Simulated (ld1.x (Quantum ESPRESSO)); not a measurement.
Transferability test, PAW potential for Tm

```json
{
  "Element": "thulium",
  "Generator": "ld1.x (Quantum ESPRESSO) 7.5",
  "Type": "PAW",
  "Functional": "Wu–Cohen",
  "Relativity": "non-relativistic",
  "Frozen core": "[Kr] 4d10 4f13",
  "Valence charge": "10",
  "Reference configuration": "5s2 5p6 5d0 6s1.75 6p0 (charge +0.25)",
  "Partial waves": "5s (bound): rcut 1.75, rcutus 2.15 bohr; 6s (bound): rcut 1.75, rcutus 2.15 bohr; 5p (bound): rcut 2.15, rcutus 2.40 bohr; 6p (bound, empty): rcut 2.15, rcutus 2.40 bohr; 5d (bound, empty): rcut 2.30, rcutus 2.45 bohr; 5d channel at 1.75 Ry: rcut 2.30, rcutus 2.45 bohr",
  "Local potential": "all-electron potential smoothed inside 2.15 bohr (lloc = -2)",
  "Core correction": "a·sin(br)/r model core, default radius (ld1.x builds one for every PAW set, though the input has nlcc=.false.)",
  "Augmentation charge": "BESSEL, radius 1.80 bohr"
}
```

Energies are relative to the spin-unpolarised reference configuration 5s2 5p6 5d0 6s1.75 6p0; without spin polarisation the order of configurations can differ from experiment.

```
valence configuration  charge  ΔE all-electron (eV)  error AE − PS (meV)
  5s2 5p6 5d0 6s2 6p0       0                -1.040                 -1.2
  5s2 5p6 5d0 6s0 6p0      +2                15.894                  +22
  5s2 5p6 5d1 6s0 6p0      +1                 6.336                 +7.9
  5s2 5p6 5d0 6s0 6p2       0                 3.680                 +8.1
  5s2 5p6 5d1 6s1 6p0       0                 1.130                 -5.8
  5s2 5p6 5d0 6s0 6p1      +1                 7.821                 +9.9
```

(1) What are ΔE and the potential's error for 5s2 5p6 5d0 6s1 6p0?

Levels in the configuration 5s2 5p6 5d0 6s0 6p0:

| level | all-electron (eV) | pseudo (eV) |
| --- | --- | --- |
| 5s | -58.693 | -58.865 |
| 5p | -39.555 | -39.699 |

Answers

(1) ΔE = 4.915 eV all-electron; the error (AE − PS) is +2.0 meV.
